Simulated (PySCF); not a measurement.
## Ionisation energy of Mg¹¹⁺ by level of theory

Mg¹¹⁺ 1s1 (2S) → Mg¹²⁺ (bare nucleus), as a difference of total energies. All numbers are calculated (PySCF 2.14, scalar relativity by spin-free X2C-1e, in an uncontracted even-tempered set (17 s from 5.3 bohr⁻², ratio 2.2; 7 p from 8.2 bohr⁻², ratio 2.4; 4 d from 25 bohr⁻², ratio 2.4; 3 f from 37 bohr⁻², ratio 2.4; 3 g from 55 bohr⁻², ratio 2.4)). The calculations carry no spin-orbit coupling.

```json
{"method": "UHF", "ionisation energy (eV)": "1963.0"}
{"method": "PBE0", "ionisation energy (eV)": "1961.6"}
{"method": "r2SCAN", "ionisation energy (eV)": "1963.0"}
{"method": "r2SCANh", "ionisation energy (eV)": "1963.0"}
{"method": "TPSSh", "ionisation energy (eV)": "1963.0"}
```

**Question.** Estimate what LDA gives.

**Answer.** 1949.9 eV, closest to PBE0 among the rows shown.

**Question.** Estimate what PBE gives.

**Answer.** 1961.1 eV, closest to PBE0 among the rows shown.

For comparison: 1962.7 eV (theoretical estimate listed by NIST; NIST Atomic Spectra Database, ionization energies).
